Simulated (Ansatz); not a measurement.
Start from `[CH3][Al-]1([OH])[O]C=CC=[O+]1` and change one atom or group to get `[F][Ga-]1([Cl])[O]C=CC=[O+]1`.

Ansatz, PBE0-D4/def2-TZVP geometries, multiplicity 1. Each molecule was computed in one conformer, which needn't be the lowest.

Scalar relativity is left out up to krypton.

```json
{"property": "size of the dipole moment (ωB97M-V/def2-TZVPP) / D", "`[CH3][Al-]1([OH])[O]C=CC=[O+]1`": "3.00"}
{"property": "LUMO energy (ωB97M-V/def2-TZVPP) / eV", "`[CH3][Al-]1([OH])[O]C=CC=[O+]1`": "-0.15"}
{"property": "HOMO–LUMO gap (PBE/def2-TZVPP) / eV", "`[CH3][Al-]1([OH])[O]C=CC=[O+]1`": "3.06"}
{"property": "HOMO energy (ωB97M-V/def2-TZVPP) / eV", "`[CH3][Al-]1([OH])[O]C=CC=[O+]1`": "-9.69"}
{"property": "size of the dipole moment (PBE/def2-TZVPP) / D", "`[CH3][Al-]1([OH])[O]C=CC=[O+]1`": "2.66"}
{"property": "HOMO–LUMO gap (PBE0/def2-TZVPP) / eV", "`[CH3][Al-]1([OH])[O]C=CC=[O+]1`": "5.23"}
```

(1) Give the same properties after the change, and the shifts. (An estimate is asked.)

Results:

(1) Ansatz gave: 
```json
{"property": "size of the dipole moment (ωB97M-V/def2-TZVPP) / D", "`[F][Ga-]1([Cl])[O]C=CC=[O+]1`": "5.87", "shift": "2.87"}
{"property": "LUMO energy (ωB97M-V/def2-TZVPP) / eV", "`[F][Ga-]1([Cl])[O]C=CC=[O+]1`": "-0.68", "shift": "-0.53"}
{"property": "HOMO–LUMO gap (PBE/def2-TZVPP) / eV", "`[F][Ga-]1([Cl])[O]C=CC=[O+]1`": "3.42", "shift": "0.36"}
{"property": "HOMO energy (ωB97M-V/def2-TZVPP) / eV", "`[F][Ga-]1([Cl])[O]C=CC=[O+]1`": "-10.36", "shift": "-0.67"}
{"property": "size of the dipole moment (PBE/def2-TZVPP) / D", "`[F][Ga-]1([Cl])[O]C=CC=[O+]1`": "5.54", "shift": "2.88"}
{"property": "HOMO–LUMO gap (PBE0/def2-TZVPP) / eV", "`[F][Ga-]1([Cl])[O]C=CC=[O+]1`": "5.43", "shift": "0.20"}
```

With PBE0 the HOMO falls by 0.75 eV and the LUMO falls by 0.54 eV, so the gap widens by about 0.21 eV. PBE moves the HOMO by -0.89 eV and ωB97M-V by -0.67 eV. The zero-point energy changes by -120.9 kJ/mol with -12 modes. Dipoles are sizes alone; their direction can turn.
